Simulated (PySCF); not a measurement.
Two-component Hartree-Fock for Ce⁵⁷⁺ (cerium, charge +57)

Start: 1s1; 1s1/2 filled at m_j = +1/2. Calculated with PySCF 2.14 in an uncontracted even-tempered set (15 s from 150 bohr⁻², ratio 2.4; 11 p from 200 bohr⁻², ratio 2.4; 3 d from 610 bohr⁻², ratio 2.6; 3 f from 910 bohr⁻², ratio 2.6): generalised Hartree-Fock with the X2C-1e Hamiltonian and a Gaussian nucleus; one run each with spin-orbit coupling (SO) switched off, then screened by Boettger's factors.

```csv
spinor shell,electrons,"ε, spin-free (eV)","ε, screened SO (eV)",weight of nominal j (screened SO),"rms radius, screened SO (bohr)"
1s1/2,1,-48021.3,-48021.3,1.000,0.0276
```

| quantity | spin-free | screened SO |
| --- | --- | --- |
| E (hartree) | -1764.75125 | -1764.75125 |
| M_J | 1/2 | 1/2 |
| ⟨J²⟩ | 0.750 | 0.750 |
| ⟨L²⟩ | 0.000 | 0.000 |
| ⟨S²⟩ | 0.750 | 0.750 |

Breit and QED terms are absent; they matter most for the inner s and p1/2 levels.

Densities and radii are taken from the X2C orbitals without a picture-change correction, which distorts them close to the nucleus.

Without spin-orbit coupling the j labels of p, d and f shells carry no meaning; the spin-free column gives the mean over the occupied spinors of each nl shell.
